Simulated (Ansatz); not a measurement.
Input file for Ansatz (an electronic-structure program): R-PBE/def2-TZVPP on CH6BNO (SMILES CNBO), a point of a torsion scan.

Ansatz 0.2 input:
```yaml
crystal:
  periodic: [false, false, false]
  atoms:
    - {symbol: C, position_ang: [-1.20778229, 0.57225138, 0.03819689]}
    - {symbol: N, position_ang: [-0.38136141, -0.61362470, 0.06074719]}
    - {symbol: B, position_ang: [0.99768980, -0.64868286, 0.25862487]}
    - {symbol: O, position_ang: [1.65537747, 0.53027187, 0.45166944]}
    - {symbol: H, position_ang: [-0.56693648, 1.43421753, 0.20254496]}
    - {symbol: H, position_ang: [-1.96718849, 0.53685275, 0.82507043]}
    - {symbol: H, position_ang: [-1.71227856, 0.68124098, -0.92652788]}
    - {symbol: H, position_ang: [-0.90033882, -1.46441134, -0.08497241]}
    - {symbol: H, position_ang: [1.54818788, -1.69293035, 0.25264016]}
    - {symbol: H, position_ang: [2.59643968, 0.44356780, 0.58157884]}
basis:
  gaussian:
    orbitals: def2-TZVPP
hamiltonian:
  xc: {name: PBE}
scf: {lower_state_search: off}
```

Output:

```
WARN ansatz: RAYON_NUM_THREADS=1 ignored (pool sized by the plan → 1); use --threads N
Functional definition: PBE
these checks for a lower state are left out or cut short: stability, starts, cluster_reference, orbital_swaps, neighbouring_geometries, increment
integrals: 0.09 GiB planned
1009 factors; their error is unknown
mean field: 0.82 GiB planned
mean field evaluation 1: about -5331.5864 eV, gradient 8.6e1 eV
mean field evaluation 2: about -5292.8460 eV, gradient 1.6e2 eV
mean field evaluation 4: about -5345.7520 eV, gradient 1.0e1 eV
mean field evaluation 8: about -5345.9587 eV, gradient 2.6e-1 eV
mean field evaluation 16: about -5345.9432 eV, gradient 1.4e-4 eV
mean field -5345.94320575 eV, -196.4597892010 hartree, gradient 3.4e-6 eV, S^2 0.000000; 0 other end points of the search recorded, 0 dependent functions left out
reference -5345.94324809 eV, -196.4597907569 hartree; 16, 16 occupied and 192, 192 virtual orbitals, 1009 factors
Total energy: -5345.94324809 eV, -196.4597907569 hartree
Checks for a lower state left out: stability, starts, cluster_reference, orbital_swaps, neighbouring_geometries, increment
```

The run converged.

Cost: around 3 core-seconds (rough).
